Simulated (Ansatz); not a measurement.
Ba2, closed-shell singlet (lowest of 2S+1 = 1, 3 at CCSD(T)/def2-TZVPP on PBE0 minima; our sources give no spin for the ground state, which may be another), most abundant isotopes (137.9052 and 137.9052 u). Constants from fifth-degree fits in 1/R to seven points on the lowest solution found; no spin–orbit coupling, no relativity up to Kr; ω_e x_e and α_e move by some per cent with the fit.

Correlated levels freeze the inner cores; with def2 sets outer-core shells near the valence are correlated too.

Run with Ansatz (a first-principles code). Values without a source in brackets are computed. In def2 rows elements past Kr take small-core potentials, without spin–orbit coupling.

| level | r_e (Å) | ω_e (cm⁻¹) | ω_e x_e (cm⁻¹) | α_e (cm⁻¹) |
|---|---|---|---|---|
| PBE/def2-TZVPP | 4.9477 | 40.5 | 0.163 | 4.26e-5 |
| CCSD(T)/def2-QZVPP | 5.1220 | 31.0 | 0.219 | 6.24e-5 |

Q: Derive the rotational constants, the centrifugal constant, the fundamental, the zero-point energy and the force constant.

A: 
μ = 68.95262 u.
- PBE/def2-TZVPP: B_e = 16.8576/(μ r_e²) = 0.0099872 cm⁻¹; B₀ = B_e − α_e/2 = 0.0099659 cm⁻¹; D = 4B_e³/ω_e² = 2.43e-09 cm⁻¹; fundamental ω_e − 2ω_e x_e = 40 cm⁻¹; zero-point energy ω_e/2 − ω_e x_e/4 = 20 cm⁻¹; k = μ(2πcω_e)² = 6.65 N/m
- CCSD(T)/def2-QZVPP: B_e = 16.8576/(μ r_e²) = 0.0093188 cm⁻¹; B₀ = B_e − α_e/2 = 0.0092876 cm⁻¹; D = 4B_e³/ω_e² = 3.36e-09 cm⁻¹; fundamental ω_e − 2ω_e x_e = 31 cm⁻¹; zero-point energy ω_e/2 − ω_e x_e/4 = 15 cm⁻¹; k = μ(2πcω_e)² = 3.91 N/m

Doubts at one or more of the structures used: a restricted determinant that unrestricted orbitals would lower (CCSD(T)/def2-QZVPP).
